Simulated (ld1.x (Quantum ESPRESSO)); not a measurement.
## Hg, TM: configuration errors across variants

- Element: Hg
- Generator: ld1.x (Quantum ESPRESSO) 7.5
- Type: norm-conserving Troullier–Martins (Kleinman–Bylander form)
- Functional: LDA (PZ)
- Relativity: scalar-relativistic
- Frozen core: [Xe] 4f14
- Valence charge: 12
- Reference configuration: 5d10 6s1.5 6p0 (charge +0.5)
- Partial waves: 6s (bound): rc 2.10 bohr; 6p (bound, empty): rc 2.30 bohr; 5f channel at -0.1 Ry: rc 2.30 bohr; 5d (bound): rc 2.00 bohr
- Local potential: the d channel
- Core correction: Bessel-smoothed model core inside 0.95 bohr

All-electron excitation energies from the reference (eV): (1) 5d10 6s2 6p0 -4.526; (2) 5d10 6s1 6p0 6.522; (3) 5d10 6s0 6p0 25.918; (4) 5d10 6s1 6p1 1.637; (5) 5d9 6s2 6p1 5.829; (6) 5d10 6s0 6p2 8.274; (7) 5d9 6s0 6p0 61.730; (8) 5d10 6s1.5 6p0 spin -0.036; (9) 5d10 6s1 6p0 spin 6.360.

Spin tests fill each open shell by Hund’s rule, majority spin first.

A true bound ghost makes a file unfit for plane-wave use even where its test errors are small: the radial tests pick states by their node count and pass the ghost by.

Errors AE − PS in meV (a dash: test not solved or not reliable):

```csv
change,(1),(2),(3),(4),(5),(6),(7),(8),(9),bound ghosts
base,+0.1,-4.2,-33,-0.8,-84,-8.3,-57,+0.1,-3.9,"s, p"
core correction none,+1.4,-2.5,-8.2,-0.5,-64,-2.1,+22,+1.4,+4.0,"s, p"
core correction Bessel-smoothed model core inside 1.14 bohr,+0.1,-4.2,-33,-0.8,-84,-8.2,-57,+0.1,-3.9,"s, p"
core correction Bessel-smoothed model core inside 1.44 bohr,+0.1,-4.2,-32,-0.8,-83,-8.2,-57,+0.1,-3.9,"s, p"
core correction Bessel-smoothed model core inside 1.80 bohr,+0.1,-4.1,-31,-0.9,-80,-8.0,-55,+0.1,-3.7,"s, p"
core correction Bessel-smoothed model core inside 2.08 bohr,+0.3,-4.1,-30,-0.9,-75,-7.4,-49,+0.2,-3.3,"s, p"
core correction Bessel-smoothed model core inside 2.44 bohr,+0.5,-3.8,-26,-0.6,-69,-5.9,-33,+0.5,-1.6,"s, p"
```

**Question.** Give the same row for: core correction Bessel-smoothed model core inside 0.94 bohr.

**Answer.** +0.1, -4.2, -33, -0.8, -84, -8.2, -57, +0.1, -3.9; bound ghosts: s, p.
